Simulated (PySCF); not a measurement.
Problem. What does the PBE0-D3(BJ)/def2-SVP structure of Sn(CCH)4, `C#[C][Sn]([C]#C)([C]#C)[C]#C` look like in three dimensions?

Solution. 
```
atom  x, y, z in Å
Sn1   -0.009   -0.003    0.000
C2     0.000   -0.015    2.077
C3     0.015   -0.023    3.292
H4     0.025   -0.031    4.368
C5     1.949   -0.009   -0.694
C6     3.096   -0.014   -1.096
H7     4.112   -0.020   -1.450
C8    -0.979    1.704   -0.677
C9    -1.541    2.707   -1.071
H10   -2.039    3.596   -1.419
C11   -0.990   -1.692   -0.705
C12   -1.556   -2.685   -1.119
H13   -2.052   -3.567   -1.484
```

Any rigid rotation of these coordinates is as good. Atoms count from 1 in this order. All 4 C–Sn bonds measure 2.076 to 2.077 Å. Sn1 (tin bonded to 4 C) is tetrahedral (angles from 109.3° to 109.7°). All 4 C–C bonds measure 1.216 Å.

Bonds between heavy atoms (Å): Sn1–C2 2.077, Sn1–C5 2.076, Sn1–C8 2.077, Sn1–C11 2.077, C2–C3 1.216, C5–C6 1.216, C8–C9 1.216, C11–C12 1.216.

Computed, not measured: PBE0-D3(BJ)/def2-SVP geometry optimisation, gas phase, def2 core potentials past Kr (PySCF 2.14.0).

No PBE0-D3(BJ)/def2-SVP frequencies stand behind this structure, so it isn't proved a minimum.
